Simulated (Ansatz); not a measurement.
GeH7NOSi, SMILES [OH][GeH2][NH][SiH3].

The structure is a stationary point at ωB97X-D3(BJ)/def2-SVP. This is a generated structure with no PubChem entry under its InChIKey; it may be hypothetical. The values are those of a single conformer.

Two levels are set side by side: PBE/def2-SVPD (Ansatz, a first-principles code) and PBE0/def2-SVPD (Ansatz). Energy differences of separate SCF runs at the same geometry; the states with an electron removed or added have multiplicity 2 and 2. Differences are taken from unrounded values.

| quantity | PBE0 |
|---|---|
| vertical ionisation energy (eV) | 9.52 |
| vertical singlet–triplet gap (eV) | 5.73 |

### Question
What does PBE give, and how far is it from PBE0? (Estimate from the structure and the level; the computed values follow.)

### Answer

```tsv
quantity	PBE	PBE minus PBE0
vertical ionisation energy (eV)	9.21	-0.31
vertical singlet–triplet gap (eV)	5.35	-0.38
```
